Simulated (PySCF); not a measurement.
Compound: C₅H₈S₂.
Atom-mapped SMILES: `[S:1]=[C:2]1[CH2:3][CH2:4][C@@H:5]([SH:6])[CH2:7]1` (hydrogens: H8, H9 on C3; H10, H11 on C4; H12 on C5; H13 on S6; H14, H15 on C7)

Computed geometry: GFN2-xTB, gas phase.

(1) What internal coordinates does the optimisation give?

Results:

(1) 
```json
{"bond": "S1=C2", "length (Å)": "1.618", "order": "double"}
{"bond": "C2–C3", "length (Å)": "1.497", "order": "single"}
{"bond": "C3–C4", "length (Å)": "1.530", "order": "single"}
{"bond": "C4–C5", "length (Å)": "1.530", "order": "single"}
{"bond": "C5–S6", "length (Å)": "1.835", "order": "single"}
{"bond": "C5–C7", "length (Å)": "1.527", "order": "single"}
{"bond": "C2–C7", "length (Å)": "1.496", "order": "single"}
{"bond": "C3–H8", "length (Å)": "1.090", "order": "single"}
{"bond": "C3–H9", "length (Å)": "1.094", "order": "single"}
{"bond": "C4–H10", "length (Å)": "1.089", "order": "single"}
{"bond": "C4–H11", "length (Å)": "1.092", "order": "single"}
{"bond": "C5–H12", "length (Å)": "1.090", "order": "single"}
{"bond": "S6–H13", "length (Å)": "1.331", "order": "single"}
{"bond": "C7–H14", "length (Å)": "1.091", "order": "single"}
{"bond": "C7–H15", "length (Å)": "1.095", "order": "single"}
```

Orders are formal, as drawn. A selection of angles:
```json
{"angle": "S1–C2–C3", "degrees": "125.2"}
{"angle": "S1–C2–C7", "degrees": "125.1"}
{"angle": "C3–C2–C7", "degrees": "109.7"}
{"angle": "C2–C3–C4", "degrees": "105.4"}
{"angle": "C2–C3–H8", "degrees": "111.2"}
{"angle": "C2–C3–H9", "degrees": "108.9"}
{"angle": "C4–C3–H8", "degrees": "113.3"}
{"angle": "C4–C3–H9", "degrees": "111.5"}
{"angle": "H8–C3–H9", "degrees": "106.6"}
{"angle": "C3–C4–C5", "degrees": "104.6"}
{"angle": "C3–C4–H10", "degrees": "112.8"}
{"angle": "C3–C4–H11", "degrees": "110.1"}
{"angle": "C5–C4–H10", "degrees": "112.0"}
{"angle": "C5–C4–H11", "degrees": "109.0"}
{"angle": "H10–C4–H11", "degrees": "108.3"}
{"angle": "C4–C5–S6", "degrees": "112.1"}
{"angle": "C4–C5–C7", "degrees": "104.4"}
{"angle": "C4–C5–H12", "degrees": "112.6"}
{"angle": "S6–C5–C7", "degrees": "111.3"}
{"angle": "S6–C5–H12", "degrees": "103.6"}
{"angle": "C7–C5–H12", "degrees": "113.1"}
{"angle": "C5–S6–H13", "degrees": "96.0"}
{"angle": "C5–C7–H14", "degrees": "113.4"}
{"angle": "C5–C7–H15", "degrees": "110.4"}
{"angle": "C2–C7–C5", "degrees": "105.1"}
{"angle": "C2–C7–H14", "degrees": "112.0"}
{"angle": "C2–C7–H15", "degrees": "108.8"}
{"angle": "H14–C7–H15", "degrees": "107.1"}
```

Torsions: S1–C2–C3–C4 -172° (antiperiplanar); C2–C3–C4–C5 -26° (synperiplanar); C3–C4–C5–S6 -87° (synclinal); C4–C5–C7–C2 -28° (synperiplanar); S1–C2–C7–C5 -167° (antiperiplanar); H13–S6–C5–C4 64° (synclinal).

Of the pairs four or more bonds apart, C3···H13 is among the closest relative to their van der Waals radii: 2.92 Å, 101 % of the sum of Bondi's values. The 5-membered ring C2–C3–C4–C5–C7 has internal angles of 104.4° to 109.7°; it is puckered, 0.14 Å rms from its mean plane, widest ring torsion 33°. The C–C distances run from 1.496 Å (C2–C7, drawn single) to 1.530 Å (C3–C4, drawn single), a spread of 0.034 Å. The C–S distances run from 1.618 Å (S1=C2, drawn double) to 1.835 Å (C5–S6, drawn single), a spread of 0.217 Å.

Point group: C1 (no symmetry element, even within 0.4 Å). Whether it is a minimum is left open (no frequencies). The numbers are those of one conformer (C4–C5–S6–H 64°, S1–C2–C3–C4 -172°, C2–C3–C4–C5 -26°, C3–C4–C5–S6 -87°, C4–C5–C7–C2 -28°).
